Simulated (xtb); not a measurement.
Si(CCH)(F)(H)2 (C2H3FSi), SMILES C#C[SiH2]F. All values are semi-empirical tight-binding results from xtb (GFN2-xTB unless named), good for trends rather than for accurate numbers. Geometry optimised at GFN2-xTB.

Optimised geometry:

```xyz
7

Si     0.5059    -0.6356     0.0000
F     -0.8682    -1.4748     0.0000
C      0.0524     1.1538     0.0000
C     -0.2399     2.3198     0.0000
H      1.1793    -1.0044    -1.2362
H      1.1793    -1.0044     1.2362
H     -0.5023     3.3389     0.0000
```

The point group as xtb finds it is Cs and the orbital gap is 5.53 eV. The dipole moment is 1.87 D and the zero-point energy is 23.3 kcal/mol. The G − E(el) at 298.15 K (modified RRHO) comes out as 5.6 kcal/mol and the static polarisability (D4 model) comes out as 51.8 bohr³. The solvation energy, GFN2-xTB/ALPB(water) comes out as -0.3 kcal/mol. The solvation energy, GFN2-xTB/ALPB(chcl3) is -2.7 kcal/mol.

Task: Give the atomic charges and the Wiberg bond orders between heavy atoms. (The exact figures need the calculation; the answer reports its results.)

Result: charges (e) Si1 0.54, F2 -0.28, C3 -0.12, C4 -0.07, H5 -0.08, H6 -0.08, H7 0.08. Bond orders Si1–F2 1.08, Si1–C3 0.93, C3–C4 2.92.
